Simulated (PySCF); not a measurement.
C9H6N4.

```xyz
19

C      1.8286     2.0088     0.0000
C      2.2923     0.7132     0.0000
C      1.3657    -0.3635     0.0000
N      1.7659    -1.6258     0.0000
C      0.8254    -2.5880     0.0000
C     -0.5285    -2.3418     0.0000
C     -0.9977    -1.0010     0.0000
N     -2.2909    -0.7165     0.0000
C     -2.6540     0.5792     0.0000
C     -1.7638     1.6286     0.0000
C     -0.3680     1.3645     0.0000
N      0.5250     2.3422     0.0000
N      0.0000     0.0000     0.0000
H      2.5360     2.8471     0.0000
H      3.3516     0.4564     0.0000
H      1.1977    -3.6199     0.0000
H     -1.2805    -3.1308     0.0000
H     -3.7337     0.7727     0.0000
H     -2.0711     2.6743     0.0000
```

Coordinates come from a r2SCAN-D4/def2-SVP optimisation.

The numbers are results of KT2/pcSseg-1 in PySCF, not measurements. Non-relativistic, no solvent.

Computed absolute GIAO shielding of each atom: isotropic value and principal components (ppm):
```tsv
atom	σ(iso)	σ11	σ22	σ33	span
C1	30.9	-67.5	33.8	126.5	194.0
C2	75.0	0.7	83.6	140.6	139.9
C3	29.9	-28.8	24.9	93.7	122.5
N4	7.8	-169.8	-51.6	244.8	414.6
C5	30.9	-67.5	33.8	126.5	194.0
C6	75.0	0.7	83.6	140.6	139.9
C7	29.9	-28.8	24.9	93.7	122.5
N8	7.8	-169.8	-51.6	244.8	414.5
C9	30.9	-67.5	33.8	126.5	194.0
C10	75.0	0.7	83.6	140.6	139.9
C11	29.9	-28.8	24.9	93.7	122.5
N12	7.8	-169.8	-51.6	244.8	414.6
N13	34.6	-37.0	-37.0	177.9	214.9
H14	24.7	23.6	24.3	26.4	2.8
H15	26.4	25.2	26.9	27.0	1.7
H16	24.7	23.6	24.3	26.4	2.8
H17	26.4	25.2	26.9	27.0	1.7
H18	24.7	23.6	24.3	26.4	2.8
H19	26.4	25.2	26.9	27.0	1.7
```
